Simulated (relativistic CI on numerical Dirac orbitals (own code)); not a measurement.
# Co⁺ (3d8) in a crystal field

Calculated by Dirac-Coulomb-Breit CI, orbitals from a KLI potential per configuration, a model potential for QED, valence Slater integrals scaled by 0.75, one configuration in a parametric crystal field (own radial code).

Field parameters in Wybourne normalisation: D3d B²₀ = −7Dσ, B⁴₀ = −14Dq − 21Dτ, B⁴₃ = −14√(10/7) Dq; D4h B²₀ = −7Ds, B⁴₀ = 21(Dq − Dt), B⁴₄ = 21√(5/14) Dq; Td as Oh with Dq negative (B⁴₀ = 21Dq, B⁴₄ = √(5/14) B⁴₀). The field is a parameter set, without covalency.

S is read from ⟨S²⟩ = S(S + 1).

Powder χT (cm³ K mol⁻¹) by Van Vleck's formula, with temperature-independent terms:

```tsv
Field	2 K	5 K	10 K	20 K	50 K	100 K	200 K	300 K
D3d, 10Dq = 10500, Dσ = -380, Dτ = -40 cm⁻¹	1.03	1.15	1.17	1.18	1.18	1.19	1.21	1.23
D3d, 10Dq = 12900, Dσ = -1130, Dτ = -350 cm⁻¹	0.648	1.04	1.13	1.16	1.17	1.18	1.2	1.22
D3d, 10Dq = 15100, Dσ = 740, Dτ = -430 cm⁻¹	1.11	1.13	1.13	1.13	1.14	1.14	1.16	1.18
D4h, 10Dq = 8300, Ds = 2690, Dt = 880 cm⁻¹	0.0867	0.217	0.433	0.85	1.62	2.04	2.28	2.34
D4h, 10Dq = 11750, Ds = 1810, Dt = 570 cm⁻¹	0.304	0.726	1.07	1.22	1.26	1.28	1.31	1.34
D4h, 10Dq = 14500, Ds = 2730, Dt = 1190 cm⁻¹	0.102	0.254	0.509	0.98	1.51	1.54	1.54	1.58
D4h, 10Dq = 17850, Ds = 150, Dt = 1070 cm⁻¹	0.368	0.818	1.08	1.16	1.19	1.2	1.22	1.24
Td, 10Dq = -8050 cm⁻¹	0.0298	0.0745	0.149	0.298	0.744	1.42	2.1	2.29
```

Problem. For D4h, 10Dq = 17850, Ds = 150, Dt = 1070 cm⁻¹: what effective moment follows at 300 K?

Solution. μ_eff = √(8χT) = 3.15 μB. The ground level has S = 1.00; the spin-only moment for S = 1 is 2.83 μB. The difference comes from the orbital moment, spin-orbit mixing of terms and temperature-independent paramagnetism, all larger in this ionic model than in covalent complexes.
